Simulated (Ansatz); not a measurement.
Ideal-gas functions of H$_{5}$NSSi$_{2}$, SMILES `N[SiH]1[SiH2]S1` at 400 K and 1 bar, from an Ansatz frequency run at PBE0-D4/def2-TZVP.

Molar mass 107.29 g/mol, point group C1 (symmetry number 1), electronic degeneracy 1, moments of inertia 94.199, 190.209, 247.146 u Å². Harmonic wavenumbers (cm⁻¹, unscaled): 145, 215, 241, 379, 382, 438, 483, 569, 588, 608, 701, 758, 889, 922, 951, 1577, 2221, 2234, 2255, 3602, 3700.

Use S(trans) = R[1.5 ln M + 2.5 ln T − 1.1517]; rotational temperatures θ = 24.2544 K / I; S(rot) = R[ln(√π/σ · √(T³/θAθBθC)) + 1.5]; for each mode x = 1.438777 ν̃/T, S = R[x/(eˣ − 1) − ln(1 − e⁻ˣ)] and H = RT x/(eˣ − 1); 1 cm⁻¹ = 0.0119627 kJ/mol; R = 8.31446 J/(mol·K).

**Question.** By hand: the entropy, in J/(mol·K).

**Answer.** Translation 173.3. Rotation: θ = 0.2575, 0.1275, 0.0981 K, giving 115.8. Vibration, mode by mode: 13.82, 10.66, 9.76, 6.35, 6.30, 5.34, 4.69, 3.67, 3.48, 3.29, 2.53, 2.15, 1.48, 1.35, 1.24, 0.19, 0.03, 0.02, 0.02, 0.00, 0.00, in all 76.4. Electronic 0.0. Sum 365.5 J/(mol·K).

**Question.** By hand: H − E and G − E in kJ/mol, counted from the electronic energy.

**Answer.** Zero-point energy ½ × 23858 × 0.0119627 = 142.7; thermal vibration 18.1; translation, rotation and pV give 4 RT = 13.3. H − E = 174.1 kJ/mol, and G − E = 174.1 − 400 × 365.5/1000 = 27.9 kJ/mol.

Vibration gives 21 % of the entropy, 13.8 J/(mol·K) of it from the mode under 150 cm⁻¹: soft modes count most, and the harmonic formula is weakest for them. The sum counts one conformer and one mirror image; others add a mixing term.
